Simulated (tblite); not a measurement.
Parent: `[F:1][CH:2]([F:3])[C@@H:4]1[CH2:5][CH2:6][C:7](=[S:8])[CH2:9]1` with F1–C2–C4–C5 180°, C2–C4–C5–C6 -85°, C4–C5–C6–C7 -25°, C5–C6–C7–S8 -173°, C6–C7–C9–C4 13°, C6H8F2S.

Computed geometry: GFN2-xTB, gas phase. One conformer each, not checked by frequencies here.

```tsv
coordinate of the parent	value
F1–C2	1.356 Å
C2–F3	1.356 Å
C2–C4	1.526 Å
C4–C5	1.535 Å
C5–C6	1.531 Å
C6–C7	1.497 Å
C7=S8	1.617 Å
C7–C9	1.497 Å
C4–C9	1.532 Å
F1–C2–F3	106.1°
F1–C2–C4	110.5°
F3–C2–C4	110.9°
C2–C4–C5	111.0°
C2–C4–C9	110.0°
C5–C4–C9	104.0°
C4–C5–C6	104.7°
C5–C6–C7	105.4°
C6–C7–S8	125.3°
C6–C7–C9	109.7°
S8–C7–C9	125.0°
C4–C9–C7	105.2°
```

Question: How does the shared frame change in `[OH:1][C@:2]1([CH:3]([F:4])[F:5])[CH2:6][CH2:7][C:8](=[S:9])[CH2:10]1` with H–O1–C2–C3 -63°, O1–C2–C3–F4 -179°, O1–C2–C6–C7 -84°, C2–C6–C7–C8 -29°, C6–C7–C8–S9 -169°, C7–C8–C10–C2 11°, C6H8F2OS? Atoms pair as F1 = F5, C2 = C3, F3 = F4, C4 = C2, C5 = C6, C6 = C7, C7 = C8, S8 = S9, C9 = C10 (parent first).

Answer: 
```tsv
parent	relative	value in the relative	change
F1–C2	F5–C3	1.359 Å	+0.003
C2–F3	C3–F4	1.351 Å	-0.005
C2–C4	C3–C2	1.540 Å	+0.014
C4–C5	C2–C6	1.536 Å	+0.001
C5–C6	C6–C7	1.529 Å	-0.002
C6–C7	C7–C8	1.495 Å	-0.002
C7=S8	C8=S9	1.616 Å	-0.001
C7–C9	C8–C10	1.496 Å	-0.001
C4–C9	C2–C10	1.539 Å	+0.007
F1–C2–F3	F5–C3–F4	106.4°	+0.3
F1–C2–C4	F5–C3–C2	109.5°	-1.0
F3–C2–C4	F4–C3–C2	111.9°	+1.0
C2–C4–C5	C3–C2–C6	112.1°	+1.1
C2–C4–C9	C3–C2–C10	112.0°	+2.0
C5–C4–C9	C6–C2–C10	103.8°	-0.2
C4–C5–C6	C2–C6–C7	103.9°	-0.8
C5–C6–C7	C6–C7–C8	105.4°	0.0
C6–C7–S8	C7–C8–S9	125.5°	+0.2
C6–C7–C9	C7–C8–C10	109.6°	-0.1
S8–C7–C9	S9–C8–C10	124.9°	-0.1
C4–C9–C7	C2–C10–C8	105.0°	-0.2
```

Of the parent's bonds, C2–C4 changes most (+0.014 Å). Bonds of the relative outside the shared frame: O1–C2 1.406 Å. Point group C1 → C1.
